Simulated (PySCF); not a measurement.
SMILES CCO[SiH](C)OCC at its GFN2-xTB optimised geometry (Å):

```
22

Si    -1.4358    -1.9948     0.0000
C     -2.2402    -2.7760     1.5244
O      0.1930    -1.9948     0.0000
C      1.0982    -1.4854     0.9450
C      2.5115    -1.5636     0.3862
O     -2.0897    -0.5049     0.0000
C     -1.7779     0.5745    -0.8409
C     -2.1613     1.8801    -0.1596
H     -1.6077    -2.7200    -1.2529
H     -2.1206    -2.1606     2.4121
H     -1.7925    -3.7438     1.7256
H     -3.3027    -2.9305     1.3756
H      0.8432    -0.4452     1.1843
H      1.0252    -2.0730     1.8686
H      2.7580    -2.5957     0.1519
H      3.2222    -1.1818     1.1143
H      2.5845    -0.9769    -0.5260
H     -0.7077     0.5679    -1.0795
H     -2.3328     0.4600    -1.7801
H     -1.6032     1.9965     0.7661
H     -1.9442     2.7200    -0.8142
H     -3.2222     1.8746     0.0759
```

Method: CAM-B3LYP/def2-SVP run with PySCF. Cells within 0.4 Å of a nucleus heavier than hydrogen are left out (blank, or x).

Map of the log10 of the electron density (e/bohr³), floored at −4 on the plane z = 0.0 Å:

```
|0000000000000000000000000000000|
|0000000000000000000000000000000|
|0000000000000000000000000000000|
|0000000000000000000000000000000|
|0000000112211000000000000000000|
|0000011233332100000000000000000|
|0000123445543210000000000000000|
|0001344566664320000000000000000|
|0012456778775421000000000000000|
|001356888x876431000000000000000|
|001357999xx86431000000000000000|
|0013467888876432100000000000000|
|0002456677876543100000000000000|
|0001234567776543211111110000000|
|0000134567776543222222222100000|
|0000135689986543333334443210000|
|000013579xx86544444456665321000|
|000013579xx87555555567776432000|
|0000135689987667766678887532000|
|0000124567887789987778987542100|
|00001235679xx89xx97778887532000|
|00001234669xx89xx97668887532000|
|0000123456787789986567887531000|
|0000233456666667765456776431000|
|0000123345555555543335555320000|
|0000122334444333322123443210000|
|0000011223332221100011221000000|
|0000000111221100000000000000000|
|0000000000000000000000000000000|
|0000000000000000000000000000000|
|0000000000000000000000000000000|
```
Scale: ten equal steps from -4.00 (start of '0') to -0.195 (end of '9'), in the order '0123456789'; x runs from -5.50 to 5.50, y from -5.50 (bottom) to 5.50 (top).
